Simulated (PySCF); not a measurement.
Ligands exchanged one at a time, B CH3-SH. Isolated molecules, 0 K electronic values unless said otherwise. One relaxed conformer stands for each flexible species; it need not be the lowest. Strings in code marks are SMILES.

The S1–T1 gap (TDA) from two functionals at the same geometries (B3LYP-D3(BJ)/def2-TZVP), both in PySCF: PBE-D3(BJ)/def2-TZVP and ωB97X-D3(BJ)/def2-TZVP. Excitations are Tamm–Dancoff values on a coarser integration grid. The basis has no diffuse functions, so Rydberg states are missing or too high.

```
species                                                                             PBE-D3(BJ)/def2-TZVP (eV)  ωB97X-D3(BJ)/def2-TZVP (eV)
----------------------------------------------------------------------------------  -------------------------  ---------------------------
0 of 3 CH3 replaced by SH                                                                                0.54                         0.49
1 of 3 CH3 replaced by SH (`CB(C)S` (C–B–S–H torsion 2°))                                                1.41                         1.25
2 of 3 CH3 replaced by SH (`CB(S)S` (S–B–S–H torsion -180°, S–B–S–H torsion 180°))                       1.03                         1.08
3 of 3 CH3 replaced by SH (`SB(S)S`)                                                                     0.40                         0.67
```

Over these rows, drawn at random from the members with no instability flagged (it was tested for open shells, ions and some series alone), PBE minus ωB97X-D3(BJ): mean -0.03 eV, from -0.26 eV to +0.16 eV.
